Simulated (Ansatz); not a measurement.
`F[SiH]([AlH2])[GeH3]` + `CC` → `CC[SiH](F)[AlH2]` + GeH₄  (formal exchange of groups at the Si–Ge bond)

Isolated molecules relaxed with PBE0-D4/def2-TZVP in Ansatz; ΔE leaves out vibrations. CCSD(T)/CBS adds triple-zeta CCSD(T) − MP2 to the extrapolated MP2 energy (def2 sets, frozen cores). This one scheme is used for every species. DFT in def2-TZVPP. For Ge outer-core shells are correlated without core-valence functions, which leaves a few kJ/mol of doubt a bond. Scalar relativity is left out up to krypton. Each species was taken in one conformer, which may not be the lowest.

(1) Is it downhill or uphill in electronic energy at CCSD(T)/CBS, and by how much? (Estimate.)

(2) What do these levels give: r2SCAN-D4, ωB97X-V, r2SCAN, SCS-MP2/def2-TZVPP, CCSD/def2-TZVPP, HF/CBS(def2)? (Best estimate.)

Largest T1 diagnostic among the species: 0.012.

## Answers

(1) The calculation gave: Uphill: ΔE = +5.3 kcal/mol.

(2) Computed: r2SCAN-D4 6.1, ωB97X-V 4.7, r2SCAN 6.2, SCS-MP2/def2-TZVPP 4.0, CCSD/def2-TZVPP 4.8, HF/CBS(def2) 4.2 kcal/mol.

From PBE to PBE0 (25 % exact exchange), in def2-TZVPP and without D4, ΔE moves by −0.7 kcal/mol.
